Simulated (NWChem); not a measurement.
# MgHOF; SMILES [OH][Mg][F]

```xyz
4

Mg     0.1412    -0.2608     0.0000
F     -0.3352    -1.9546     0.0000
O      0.6156     1.4262     0.0000
H      0.8732     2.3410     0.0000
```
Atoms are numbered in this order, from 1.

Results from NWChem. Pople sets run with spherical d functions. All runs use the structure optimised with PBE0/def2-SVP. Vzz is the largest principal value of the second derivative of the potential at the nucleus (NWChem prints the opposite sign); η is the asymmetry. Non-relativistic.

```csv
level,Vzz Mg1 (a.u.),η Mg1,Vzz O3 (a.u.),η O3
PBE/6-31G*,-0.745,0.00,1.440,0.00
PBE/def2-TZVP,-1.038,0.00,1.393,0.00
B3LYP/6-31G*,…,0.00,…,0.00
B3LYP/def2-TZVP,-1.076,0.00,1.418,0.00
```

Problem. Some entries are withheld; supply them.

Solution. 
- B3LYP/6-31G*, Vzz Mg1 (a.u.): -0.768
- B3LYP/6-31G*, Vzz O3 (a.u.): 1.478
